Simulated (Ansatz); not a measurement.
CH₇ClOSi₂, SMILES `[SiH3]O[SiH2]CCl` at its PBE0-D4/def2-TZVP geometry, where that method's forces vanish. Total charge 0; spin multiplicity 1.

```xyz
12

Si    1.8379    0.1969    1.0354
O     0.2317   -0.1349    1.0887
Si   -1.0331   -0.6898    0.2263
C    -1.3583    0.4413   -1.2371
Cl    0.1171    0.5097   -2.2456
H     2.5397   -0.7740    0.1576
H     2.0560    1.5757    0.5323
H     2.3638    0.0875    2.4187
H    -2.2313   -0.6938    1.1040
H    -0.7603   -2.0557   -0.2867
H    -2.1724    0.0756   -1.8650
H    -1.5907    1.4615   -0.9287
```

Q: What forces (eV/Å) does r2SCAN-D4/def2-TZVPP give on these atoms in Ansatz? (Estimate.)

A: Computed: 
```
Si1  0.061  0.011  0.001
O2  -0.008  0.012  0.019
Si3 -0.034 -0.049 -0.002
C4  -0.242 -0.022  0.159
Cl5  0.224  0.009 -0.144
H6  -0.007  0.023  0.020
H7   0.005 -0.031  0.016
H8  -0.005  0.006 -0.035
H9   0.016  0.000 -0.021
H10 -0.009  0.025  0.006
H11  0.004  0.022 -0.002
H12 -0.005 -0.006 -0.016
```
